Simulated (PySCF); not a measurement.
PySCF 2.14 output of a UHF calculation on a single atom or ion in x2c-TZVPPall (6s5p4d2f1g, 64 functions), with the spin-free X2C one-electron Hamiltonian (Gaussian nucleus):

```
SCF conv_tol = 1e-09
number electrons alpha = 13  beta = 9
cycle= 1 E= -852.571214253734  delta_E= -0.00255  |g|= 0.0168  |ddm|= 0.0276
cycle= 2 E= -852.571319191833  delta_E= -0.000105  |g|= 0.00431  |ddm|= 0.00807
cycle= 3 E= -852.571390310882  delta_E= -7.11e-05  |g|= 0.00376  |ddm|= 0.0124
cycle= 4 E= -852.571440204291  delta_E= -4.99e-05  |g|= 0.00426  |ddm|= 0.00635
cycle= 5 E= -852.571298863893  delta_E= 0.000141  |g|= 0.000752  |ddm|= 0.0288
cycle= 6 E= -852.571296087419  delta_E= 2.78e-06  |g|= 0.000209  |ddm|= 0.00533
cycle= 7 E= -852.571296305765  delta_E= -2.18e-07  |g|= 0.000143  |ddm|= 0.000892
cycle= 8 E= -852.571296496469  delta_E= -1.91e-07  |g|= 7.47e-05  |ddm|= 0.00127
cycle= 9 E= -852.571296533193  delta_E= -3.67e-08  |g|= 5.69e-05  |ddm|= 0.000384
cycle= 10 E= -852.571296573548  delta_E= -4.04e-08  |g|= 2.64e-05  |ddm|= 0.000663
cycle= 11 E= -852.571296582225  delta_E= -8.68e-09  |g|= 7.84e-06  |ddm|= 0.000399
cycle= 12 E= -852.571296582382  delta_E= -1.57e-10  |g|= 3.02e-06  |ddm|= 8.76e-05
converged SCF energy = -852.571296582382  <S^2> = 6.0017562  2S+1 = 5.0007024
```

The run itself started from symmetry-adapted Hartree-Fock orbitals and held the occupation by maximum overlap, so the iterations belong to that start.

Q: Which element, charge and spin multiplicity is this?

A: Ti (titanium, neutral), multiplicity 5; the state was [Ar] 3d4, high-spin 5D determinant (an excited configuration).
